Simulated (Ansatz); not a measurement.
CH$_{6}$GeTeZn, SMILES `[CH3][Zn][Te][GeH3]` at its PBE0-D4/def2-TZVP geometry, where that method's forces vanish. Total charge 0; spin multiplicity 1. Te: def2 effective core potential.

```json
{"atom": "C1", "x (Å)": "-1.694", "y (Å)": "1.400", "z (Å)": "1.405"}
{"atom": "Zn2", "x (Å)": "0.083", "y (Å)": "0.999", "z (Å)": "0.729"}
{"atom": "Te3", "x (Å)": "2.358", "y (Å)": "0.481", "z (Å)": "-0.131"}
{"atom": "Ge4", "x (Å)": "1.464", "y (Å)": "-1.521", "z (Å)": "-1.450"}
{"atom": "H5", "x (Å)": "-1.629", "y (Å)": "1.929", "z (Å)": "2.358"}
{"atom": "H6", "x (Å)": "-2.241", "y (Å)": "2.026", "z (Å)": "0.698"}
{"atom": "H7", "x (Å)": "-2.258", "y (Å)": "0.478", "z (Å)": "1.561"}
{"atom": "H8", "x (Å)": "2.679", "y (Å)": "-2.184", "z (Å)": "-2.116"}
{"atom": "H9", "x (Å)": "0.772", "y (Å)": "-2.534", "z (Å)": "-0.522"}
{"atom": "H10", "x (Å)": "0.466", "y (Å)": "-1.075", "z (Å)": "-2.532"}
```

Problem. For each bond, give half the difference of the two atoms' forces along it (eV/Å; positive pushes the atoms apart) under PBE-D4, r2SCAN-D4, B3LYP-D4, ωB97M-V in def2-TZVPP. (Estimate.)

Solution. Computed: 
```json
{"bond": "C1–Zn2", "length (Å)": "1.943", "PBE-D4": "-0.06", "r2SCAN-D4": "-0.07", "B3LYP-D4": "0.13", "ωB97M-V": "0.05"}
{"bond": "C1–H5", "length (Å)": "1.092", "PBE-D4": "0.12", "r2SCAN-D4": "0.01", "B3LYP-D4": "-0.07", "ωB97M-V": "-0.04"}
{"bond": "C1–H6", "length (Å)": "1.092", "PBE-D4": "0.12", "r2SCAN-D4": "0.01", "B3LYP-D4": "-0.07", "ωB97M-V": "-0.04"}
{"bond": "C1–H7", "length (Å)": "1.092", "PBE-D4": "0.12", "r2SCAN-D4": "0.01", "B3LYP-D4": "-0.07", "ωB97M-V": "-0.05"}
{"bond": "Zn2–Te3", "length (Å)": "2.487", "PBE-D4": "0.06", "r2SCAN-D4": "-0.03", "B3LYP-D4": "0.05", "ωB97M-V": "-0.11"}
{"bond": "Te3–Ge4", "length (Å)": "2.559", "PBE-D4": "0.14", "r2SCAN-D4": "0.06", "B3LYP-D4": "0.22", "ωB97M-V": "-0.03"}
{"bond": "Ge4–H8", "length (Å)": "1.535", "PBE-D4": "0.09", "r2SCAN-D4": "-0.04", "B3LYP-D4": "-0.04", "ωB97M-V": "-0.08"}
{"bond": "Ge4–H9", "length (Å)": "1.538", "PBE-D4": "0.06", "r2SCAN-D4": "-0.05", "B3LYP-D4": "-0.03", "ωB97M-V": "-0.06"}
{"bond": "Ge4–H10", "length (Å)": "1.538", "PBE-D4": "0.06", "r2SCAN-D4": "-0.05", "B3LYP-D4": "-0.03", "ωB97M-V": "-0.06"}
```

B3LYP here is the variant with VWN-RPA as its local correlation; programs differ in this.
